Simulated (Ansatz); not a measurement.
Reaction (formal exchange of groups at the Se–B bond): `B[Se][SiH2]C` + CH₄ → `C[SiH2][Se]C` + BH₃

Computed with Ansatz on PBE0-D4/def2-TZVP structures; ΔE is electronic, products minus reactants. CBS: MP2 limit from def2 TZ/QZ plus the TZ coupled-cluster correction, frozen cores. This one scheme is used for every species. Functionals use def2-TZVPP. B3LYP here is the variant with VWN-RPA as its local correlation; programs differ in this. For Se outer-core shells are correlated without core-valence functions, which leaves a few kJ/mol of doubt a bond. Scalar relativity is left out up to krypton. One conformer a species, not always the lowest.

```csv
level,ΔE (kJ/mol),difference from CCSD(T)/CBS
PBE-D4,160.1,7.5
r2SCAN-D4,160.0,7.4
PBE0-D4,156.3,3.7
B3LYP-D4,149.9,-2.7
ωB97M-V,149.4,-3.2
B2PLYP,151.3,-1.3
PBE,160.8,8.2
r2SCAN,160.3,7.7
B3LYP,150.8,-1.8
SCS-MP2/def2-TZVPP,145.6,-7.0
CCSD/def2-TZVPP,147.9,-4.7
CCSD(T)/def2-TZVPP,151.0,-1.6
HF/def2-QZVPP,134.3,-18.3
SCS-MP2/def2-QZVPP,146.1,-6.5
HF/CBS(def2),134.2,-18.4
MP2/CBS(def2),154.3,1.7
CCSD(T)/CBS,152.6,0
```

Largest T1 diagnostic among the species: 0.012.

In def2-TZVPP, CCSD(T) changes the Hartree–Fock value by +15.7 kJ/mol (the triples alone add +3.1 kJ/mol) and MP2 by +17.5 kJ/mol. From PBE to PBE0 (25 % exact exchange), in def2-TZVPP and without D4, ΔE moves by −3.9 kJ/mol.
